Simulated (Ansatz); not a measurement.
A nudged elastic band was laid between two geometries of BH4N + H4OSi (12 atoms, charge 0, multiplicity 1).

These are results of RKS PBE0-D4/def2-SVP in Ansatz, not measurements.

| Quantity | Value |
| --- | --- |
| movable images | 5 |
| climbing image | yes |
| spring | 5.0 eV/Å² |
| optimiser | quadratic models (default) |
| start path | through a guess of the saddle point |
| force threshold | 0.05 eV/Å |
| iteration limit | 60 |
| end points | relaxed |

Initial state:

```xyz
12
Properties=species:S:1:pos:R:3
B 0.104 -0.684 0.341
N 0.163 -0.281 1.679
H -0.644 -0.285 2.293
H 1.038 -0.129 2.168
H 1.128 -0.743 -0.295
H -0.975 -0.926 -0.143
O -0.212 2.571 0.707
Si -1.796 2.960 0.393
H -2.395 2.093 -0.674
H -2.659 2.821 1.614
H -1.815 4.379 -0.059
H -0.048 1.676 1.040
```

Final state:

```xyz
12
Properties=species:S:1:pos:R:3
B -0.187 0.554 0.422
N 0.378 -0.163 1.783
H -0.404 -0.420 2.388
H 0.927 -0.998 1.578
H 0.828 0.828 -0.222
H -0.879 -0.312 -0.119
O -0.910 1.687 0.949
Si -1.951 2.694 0.171
H -3.104 1.949 -0.433
H -2.490 3.664 1.172
H -1.284 3.472 -0.923
H 0.963 0.497 2.298
```

Problem. What changes between the two ends?

Solution. Bonds broken: O7–H12. Bonds formed: B1–O7, N2–H12. BH4N + H4OSi becomes BH8NOSi.

Problem. Give the energies along the band, and the barrier.

Solution. The run converged. The highest image is number 2 of 0 to 6, 8.8 kcal/mol above the first end and 26.1 kcal/mol above the last; the last end lies 17.3 kcal/mol below the first. A vibrational analysis at the climbing image gives one clearly imaginary mode, 861i cm⁻¹: a first-order saddle point. The orbitals stay closed-shell, which can raise the energy where a bond breaks towards radicals; this wasn't checked here.

```csv
image,path coordinate (Å),energy (kcal/mol),O7–H12 (Å),B1–O7 (Å),N2–H12 (Å)
0,0.00,0.0,0.97,3.29,2.07
1,1.74,0.4,0.97,2.99,2.09
2,3.49,8.8,1.11,1.65,1.44
3,4.17,-12.0,1.85,1.47,1.03
4,4.84,-15.5,2.23,1.45,1.02
5,5.52,-16.8,2.40,1.44,1.02
6,6.20,-17.3,2.60,1.44,1.02
```

Problem. What is the geometry of the highest image?

Solution. 
```xyz
12
Properties=species:S:1:pos:R:3
B 0.026 0.263 0.338
N 0.139 -0.192 1.808
H -0.455 -0.966 2.092
H 1.078 -0.340 2.166
H 1.084 0.437 -0.233
H -0.863 -0.287 -0.289
O -0.534 1.733 0.842
Si -1.784 2.701 0.259
H -2.970 1.870 -0.099
H -2.142 3.657 1.345
H -1.293 3.435 -0.938
H -0.397 1.142 1.772
```

Problem. What are the harmonic wavenumbers there?

Solution. 861i, 46, 100, 160, 390, 527, 605, 708, 723, 745, 800, 895, 925, 942, 952, 955, 989, 1105, 1166, 1218, 1247, 1576, 2082, 2250, 2257, 2271, 2508, 2591, 3584, 3676 cm⁻¹.

Run time: 7 min on 2 threads of Arm Neoverse V1, on a shared host, peak memory 0.2 GiB.
